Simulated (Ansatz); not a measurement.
Gas-phase electronic energies from Ansatz, PBE0-D4/def2-TZVP geometries. CBS: MP2 limit from def2 TZ/QZ plus the TZ coupled-cluster correction, frozen cores. Functionals use def2-TZVPP. For Ge outer-core shells are correlated without core-valence functions, which leaves a few kJ/mol of doubt a bond. Scalar relativity is left out up to krypton. Each species was taken in one conformer, which may not be the lowest.

`[NH2][Al]([OH])[SiH3]` + `[OH][GeH]1[CH2][O]1` → `[OH][AlH][SiH3]` + `[NH2][Ge]1([OH])[CH2][O]1`  (redistribution)

```json
{"level": "B97M-V", "ΔE (kJ/mol)": "75.7"}
{"level": "revPBE", "ΔE (kJ/mol)": "81.5"}
```

(1) What does CCSD(T)/CBS give? (An estimate is asked.)

(2) What do rigid-rotor, harmonic-oscillator terms from PBE0-D4/def2-TZVP frequencies (298.15 K, 1 bar) make of the CCSD(T)/CBS value? (An estimate is asked.)

Largest T1 diagnostic among the species: 0.014.

## Answers

(1) The calculation gave: +79.6 kJ/mol. The listed levels differ from it by -3.9, 1.9 kJ/mol.

(2) Ansatz gave: ΔZPE = -1.9 kJ/mol, ΔH = +77.6 kJ/mol, ΔS = -2 J/(mol·K), ΔG = +78.3 kJ/mol. Modes under 50 cm⁻¹ make the entropy rough.

From BLYP to BHLYP (50 % exact exchange), in def2-TZVPP and without D4, ΔE moves by −5.2 kJ/mol. Leaving LDA and LC-ωPBE aside and taking each functional with its dispersion term where it has one, the values, not all of them listed here, spread over 9.0 kJ/mol, from ωB97X-V to r2SCAN-D4. At CCSD(T), def2-SVP lies −5.6 kJ/mol from the extrapolated value and def2-TZVPP −3.1 kJ/mol.
